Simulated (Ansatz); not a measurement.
Calculation: frozen-core CCSD(T)/def2-TZVPP // PBE-D3(BJ)/def2-SVP run with Ansatz (an electronic-structure program).

Ansatz 0.2 input:
```yaml
crystal:
  periodic: [false, false, false]
  atoms:
    - { symbol: Zn, position_ang: [0.0, 0.0, 0.0] }
    - { symbol: Br, position_ang: [1.491841, 1.413897, -0.882401] }
    - { symbol: Br, position_ang: [-1.491841, -1.413897, 0.882401] }
basis:
  gaussian: { orbitals: def2-TZVPP }
correlation:
  method: ccsd_t
```

Output:

```
Functional definition: HF
1107 factors; integrals over basis functions are off by at most 1.3e-3 eV
mean field evaluation 1: about -188376.8852 eV, gradient 1.8e1 eV
mean field evaluation 2: about -188377.1092 eV, gradient 1.9e1 eV
mean field evaluation 4: about -188378.2386 eV, gradient 3.4e0 eV
mean field evaluation 8: about -188378.2670 eV, gradient 3.6e-1 eV
mean field evaluation 16: about -188378.2675 eV, gradient 1.9e-6 eV
mean field -188378.26747797 eV, -6922.7736424398 hartree, gradient 1.9e-6 eV, S^2 0.000000; 0 other end points of the search recorded, 0 dependent functions left out
23 core orbitals not correlated
reference -188378.26747797 eV, -6922.7736424398 hartree; 27, 27 occupied and 110, 110 virtual orbitals, 1107 factors
second order -37.07130183 eV of doubles, -0.00000000 eV of singles
cycle   1  -33.76369080 eV  change     3.3e0 eV  update   1.4e-1
cycle   2  -34.95172022 eV  change    -1.2e0 eV  update   6.6e-2
cycle   3  -35.17911558 eV  change   -2.3e-1 eV  update   2.1e-2
cycle   4  -35.12407347 eV  change    5.5e-2 eV  update   8.0e-3
cycle   5  -35.10239942 eV  change    2.2e-2 eV  update   3.0e-3
cycle   6  -35.10749924 eV  change   -5.1e-3 eV  update   9.1e-4
cycle   7  -35.10788330 eV  change   -3.8e-4 eV  update   4.5e-4
cycle   8  -35.10717417 eV  change    7.1e-4 eV  update   1.5e-4
cycle   9  -35.10735372 eV  change   -1.8e-4 eV  update   5.3e-5
cycle  10  -35.10748368 eV  change   -1.3e-4 eV  update   1.6e-5
cycle  11  -35.10741769 eV  change    6.6e-5 eV  update   6.3e-6
perturbative correction -0.95550846 eV, -0.0351142882 hartree
Total energy: -188414.33040412 eV, -6924.0989305313 hartree
```

Cost: roughly 40 core-seconds.
